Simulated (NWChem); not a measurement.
# CHBF4O; SMILES OB(F)C(F)(F)F

```xyz
8

B     -0.0127     1.0114     0.0000
C     -0.0171    -0.6075     0.0000
F     -0.6288    -1.1189    -1.0943
F     -0.6288    -1.1189     1.0943
F      1.2716    -1.0804     0.0000
F     -1.1691     1.6651     0.0000
O      1.1489     1.6928     0.0000
H      1.9115     1.0818     0.0000
```
Atoms are numbered in this order, from 1.

Results from NWChem. Pople sets run with spherical d functions. The geometry was optimised at PBE-D3(BJ)/def2-SVP. Field at 589 nm.

Problem. What does the run give for B3LYP/6-31G*? Quantities: isotropic polarisability (bohr³); anisotropy (bohr³).

Solution. The isotropic polarisability (bohr³) is 25.8 and the anisotropy (bohr³) comes out as 7.3.
